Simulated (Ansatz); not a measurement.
Species: C4H4OSe (charge 0, singlet). 
Geometry from a B3LYP-D3(BJ)/def2-TZVP (Ansatz, a first-principles code) optimisation:
SMILES: Oc1cc[se]c1
```xyz
10

O      2.6561    -0.8820     0.0764
C      1.3229    -0.5798     0.0452
C      0.2909    -1.5727     0.0837
C     -0.9716    -1.0782     0.0436
Se    -0.9797     0.7858    -0.0517
C      0.8887     0.7063    -0.0256
H      2.7672    -1.8370     0.1264
H      0.5055    -2.6332     0.1404
H     -1.8927    -1.6364     0.0613
H      1.4980     1.5927    -0.0637
```
Charge 0, spin multiplicity 1.

Wanted: vertical triplet-singlet gap (E(triplet) - E(singlet); each state is the SCF solution reached for its spin; the UHF <S^2> is 2.17 for the triplet (pure: 2.00); for the singlet the Hartree-Fock reference is unstable and T1 is 0.014), in eV. Valence correlation only, unless marked. Open shells are spin-unrestricted. Spin-orbit coupling is left out. Frozen are the shells of the preceding noble gas and the d and f shells that filled before the atom's block. No relativistic terms. CBS marks a two-point X^-3 extrapolation of the correlation energy; Hartree-Fock from the larger set. The bracket is a focal-point correction in the basis named.

```csv
level,program,vertical triplet-singlet gap (eV)
HF/aug-cc-pVDZ,Ansatz,2.69
HF/aug-cc-pVQZ,Ansatz,2.67
SVWN5/def2-TZVPD,Ansatz,3.55
PBE/def2-TZVPD,Ansatz,3.40
B3LYP/def2-TZVPD,Ansatz,3.42
PBE0/def2-TZVPD,Ansatz,3.37
CAM-B3LYP/def2-TZVPD,Ansatz,3.41
wB97M-V/def2-TZVPD,Ansatz,3.59
wB97X-V/def2-TZVPD,Ansatz,3.52
B2PLYP/def2-TZVPD,Ansatz,3.61
MP2/aug-cc-pVDZ,Ansatz,4.31
MP2/aug-cc-pVTZ,Ansatz,4.32
RI-MP2/aug-cc-pVTZ,Ansatz,4.32
RI-MP2/aug-cc-pVQZ,Ansatz,4.33
"RI-MP2/CBS(aug-cc-pVTZ,aug-cc-pVQZ)",Ansatz,4.35
SCS-MP2/aug-cc-pVTZ,Ansatz,4.28
CCSD/aug-cc-pVDZ,Ansatz,3.58
CCSD/aug-cc-pVTZ,Ansatz,3.55
CCSD(T)/aug-cc-pVDZ,Ansatz,3.69
"RI-MP2/CBS(aug-cc-pVTZ,aug-cc-pVQZ)+[CCSD(T)-MP2]/aug-cc-pVDZ",Ansatz,3.73
"RI-MP2/CBS(aug-cc-pVTZ,aug-cc-pVQZ)+[CCSD(T)-MP2]/aug-cc-pVTZ",Ansatz,3.71
```
